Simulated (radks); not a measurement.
Question: Species: K3+. Configuration: [Ne] 3s2 3p4. Calculated with a radial shooting solver on a logarithmic mesh with Libxc functionals: Dirac Kohn-Sham, PBE, spin-unpolarised, spherical densities, finite nucleus; open shells fill j = l - 1/2 first; Fermi nuclear charge, rms radius 3.4349 fm. Some entries of the table are withheld. Estimate them.

orbital  occ.  eigenvalue (eV)  r(max) (bohr)  <1/r> (bohr^-1)
1s1/2       2        -3565.706        0.05301            18.72
2s1/2       2        -395.7966         0.3180            3.811
2p1/2       2              (1)         0.2611            3.732
2p3/2       4              (2)         0.2630            3.697
3s1/2       2         -72.3722          1.052            1.162
3p1/2       2         -54.9772            (3)            1.055
3p3/2       2         -54.6490            (4)            1.049
3d3/2       0         -29.4120          1.200           0.8066
3d5/2       0         -29.3877          1.201           0.8056
4s1/2       0         -22.8188          2.750              (5)

Answer: 
(1) 2p1/2 eigenvalue (eV): -324.6240
(2) 2p3/2 eigenvalue (eV): -321.7207
(3) 3p1/2 r(max) (bohr): 1.102
(4) 3p3/2 r(max) (bohr): 1.107
(5) 4s1/2 <1/r> (bohr^-1): 0.4564
